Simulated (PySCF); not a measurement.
# Two-component Hartree-Fock for Si⁺ (silicon, charge +1)

Start: [Ne] 3s2 4s1; 4s1/2 filled at m_j = +1/2. Calculated with PySCF 2.14 in x2c-TZVPall-2c with one added diffuse shell each of s, p type (6s7p2d1f, 44 functions): generalised Hartree-Fock with the X2C-1e Hamiltonian and a Gaussian nucleus; one run each with spin-orbit coupling (SO) switched off, then screened by Boettger's factors. This is a chosen level, not necessarily the ground level.

```tsv
spinor shell	electrons	ε, spin-free (eV)	ε, screened SO (eV)	weight of nominal j (screened SO)	rms radius, screened SO (bohr)
1s1/2	2	-1892.9	-1892.9	1.000	0.129
2s1/2	2	-183.75	-183.75	1.000	0.611
2p1/2	2	-131.12	-131.58	0.999	0.597
2p3/2	4	-131.12	-130.88	0.999	0.599
3s1/2	2	-26.674	-26.674	1.000	2.13
4s1/2	1	-7.859	-7.859	1.000	5.69
```

```json
{"quantity": "E (hartree)", "spin-free": "-288.88107", "screened SO": "-288.88132"}
{"quantity": "M_J", "spin-free": "1/2", "screened SO": "1/2"}
{"quantity": "⟨J²⟩", "spin-free": "0.750", "screened SO": "0.750"}
{"quantity": "⟨L²⟩", "spin-free": "0.000", "screened SO": "0.000"}
{"quantity": "⟨S²⟩", "spin-free": "0.750", "screened SO": "0.750"}
```

Each row is a mean over spinors that exchange with the open shell spreads, by up to 0.356 eV (3s1/2).

Without spin-orbit coupling the j labels of p, d and f shells carry no meaning; the spin-free column gives the mean over the occupied spinors of each nl shell.
